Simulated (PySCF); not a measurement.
**C$_{4}$H$_{9}$ClO$_{2}$Si$_{2}$: full NMR table**

| Item | Value |
| --- | --- |
| Formula | C4H9ClO2Si2 |
| SMILES | O=C(O)C/C=C(\Cl)[SiH2][SiH3] |
| InChI | InChI=1S/C4H9ClO2Si2/c5-3(9-8)1-2-4(6)7/h1H,2,9H2,8H3,(H,6,7)/b3-1+ |
| Point group of the computed structure | C1 |
| Degrees of unsaturation | 2 |
| Carbon signals | 4 |
| Proton signals | 5 |

Structure with atom numbers: `[O:1]=[C:2]([OH:3])[CH2:4]/[CH:5]=[C:6](\[Cl:7])[SiH2:8][SiH3:9]`; H(Xn) means a hydrogen on atom n.

PySCF 2.14 calculation with shielding tensors at PBE0/pcSseg-1 (GIAO) and geometry: GFN2-xTB; single conformer, in vacuum, averaged over atoms made equivalent by symmetry, fast rotation or ring inversion, relativity neglected.

Chemical shifts δ = σref − σ; TMS for 1H (31.72 ppm) and 13C (186.93 ppm) and 29Si (349.16 ppm); 17O (336.08 ppm) vs H2O, all at this level.

| carbon | δC, type | δH (multiplicity) | HMBC from (2–3 bonds) | span of the C tensor (ppm) |
| --- | --- | --- | --- | --- |
| C2 | 175.8, C | – | H(C5), H(C4) | 168 |
| C4 | 35.0, CH2 | 3.58 (d) | H(C5) | 48 |
| C5 | 142.8, CH | 6.49 (t) | H(Si8), H(C4) | 226 |
| C6 | 144.9, C | – | H(C5), H(Si8), H(C4), H(Si9) | 176 |

Other nuclei:
```
 atoms  nucleus                            environment  δ (ppm)  σ (ppm)
 H(O3)       1H    hydrogen on an acid hydroxyl oxygen     6.14    25.57
H(Si8)       1H  hydrogen on a silicon bonded to C, Si     4.43    27.29
H(Si9)       1H     hydrogen on a silicon bonded to Si     3.58    28.14
   Si8     29Si           silicon bonded to C, Si, 2 H    -65.4    414.5
   Si9     29Si              silicon bonded to Si, 3 H   -116.5    465.6
    O1      17O                        carbonyl oxygen    445.6   -109.5
    O3      17O                   acid hydroxyl oxygen    210.0    126.1
```

Carbon types of the structure: 2 × C, 1 × CH, 1 × CH2, leaving 6 H on heteroatoms. δC 175.8: carboxylic acid carbon; lone-pair donation from the attached heteroatom keeps it upfield of a ketone carbonyl. δC 144.9: fully substituted alkene carbon; the olefinic region. δC 142.8: alkene CH; an sp2 carbon of a C=C bond. δC 35.0: sp3 CH2 α to a carbonyl; α to the electron-withdrawing carbonyl group. δH 6.49: hydrogen on an alkene CH; attached to an sp2 carbon and in the plane of the double bond.

Exchangeable OH/NH protons stand at their gas-phase positions; hydrogen bonding in a real sample shifts them, mostly to higher δ. Carbons that carry Cl, above all several Cl atoms, come out too deshielded, partly because spin–orbit coupling is missing. Shifts are as computed. Against solution values, carbons near 30 ppm lie about +3 ppm off and those near 130 ppm about +5 ppm; carbons on Cl a further +6 ppm. Of 1309 compounds with measured shifts, 239 miss one by over three times the rms of a fit or turn the order of signals round; such compounds aren't used in these exercises. In solution the two oxygens of a carboxylic acid exchange roles by proton transfer and give one 17O line. Hydrogen bonding in solution shields acid and N–H amide carbonyl oxygens by tens of ppm. The C=O carbon of an acid or of an amide with N–H lies up to 10 ppm further downfield in solution, through hydrogen bonding that the calculation lacks. Unscaled 17O shifts of doubly bonded oxygen tend to come out too high, by tens of ppm or more. Experimental scales use liquid or dissolved standards, which lie at an offset from isolated H2O (liquid H2O: subtract about 36 ppm). Multiplicities follow the n + 1 count of equivalent neighbours, as no J values were calculated; m marks all less simple cases, F and P coupling included.
